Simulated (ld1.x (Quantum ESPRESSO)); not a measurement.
molybdenum (Mo), TM: configuration errors across variants

| Item | Value |
| --- | --- |
| Element | Mo (Z = 42) |
| Generator | ld1.x (Quantum ESPRESSO) 7.5 |
| Type | norm-conserving Troullier–Martins (Kleinman–Bylander form) |
| Functional | PBE |
| Relativity | scalar-relativistic |
| Frozen core | [Kr] |
| Valence charge | 6 |
| Reference configuration | 4d5 5s1 5p0 |
| Partial waves | 5p (bound, empty): rc 3.45 bohr; 4d (bound): rc 1.60 bohr; 5s (bound): rc 2.95 bohr |
| Local potential | the s channel |
| Core correction | none |

All-electron excitation energies from the reference (eV): (1) 4d5 5s0 5p0 6.890; (2) 4d4 5s0 5p0 22.352; (3) 4d3 5s0 5p0 49.096; (4) 4d4 5s1 5p1 3.740; (5) 4d2 5s0 5p0 88.600; (6) 4d4 5s1 5p0 8.064; (7) 4d5.5 5s0.5 5p0 0.280.

Tests that are not counted but printed errors over 1 eV. “local potential the d channel”: 4d4 5s1 5p1 (solver errors, printed error -1.6 eV).

2 further variants failed, have other tests or another functional or relativity, and are left out.

A true bound ghost makes a file unfit for plane-wave use even where its test errors are small: the radial tests pick states by their node count and pass the ghost by. Where a test does run into it, the solver fails or the error is huge.

Errors AE − PS in meV (a dash: test not solved or not reliable):

| change | (1) | (2) | (3) | (4) | (5) | (6) | (7) | bound ghosts |
| --- | --- | --- | --- | --- | --- | --- | --- | --- |
| base | +16 | +3.7 | -206 | -81 | -524 | -54 | -14 | none |
| all radii scaled by about 1.22 (s 3.58, p 4.20, d 1.94 bohr) | +18 | -29 | -298 | -60 | -677 | -28 | -8.8 | none |
| wave 5s (bound): rc 2.95 bohr becomes 5s (bound): rc 3.00 bohr | +16 | +3.7 | -206 | -81 | -524 | -54 | -14 | none |
| wave 4d (bound): rc 1.60 bohr becomes 4d (bound): rc 1.58 bohr | +16 | +3.7 | -206 | -81 | -524 | -54 | -14 | none |
| wave 5p (bound): rc 3.45 bohr becomes 5p (bound): rc 3.82 bohr | +16 | +3.8 | -206 | -79 | -524 | -54 | -14 | none |
| type ultrasoft; waves now 5s (bound): rcut 2.55, rcutus 2.95 bohr; 5s channel at 0.15 Ry: rcut 2.55, rcutus 2.95 bohr; 5p (bound): rcut 3.00, rcutus 3.45 bohr; 5p channel at 1.9 Ry: rcut 3.00, rcutus 3.45 bohr; 4d (bound): rcut 1.40, rcutus 1.60 bohr; 4d channel at 2.3 Ry: rcut 1.40, rcutus 1.60 bohr; local potential all-electron potential smoothed inside 1.70 bohr (lloc = -1); augmentation built from norm-conserving waves at rcut, not smoothed further | +17 | +77 | +64 | – | -50 | – | -7.9 | s, p |
| local potential the d channel | +16 | +77 | +67 | – | -41 | -15 | -7.8 | s, p |
| wave 4d (bound): rc 1.60 bohr becomes 4d (bound): rc 1.98 bohr | +16 | +3.9 | -200 | -80 | -495 | -54 | -14 | none |

Q: Give the same row for: core correction a·sin(br)/r model core inside 1.56 bohr.

A: -16, -122, -656, -115, -1777, -83, -20; bound ghosts: none.
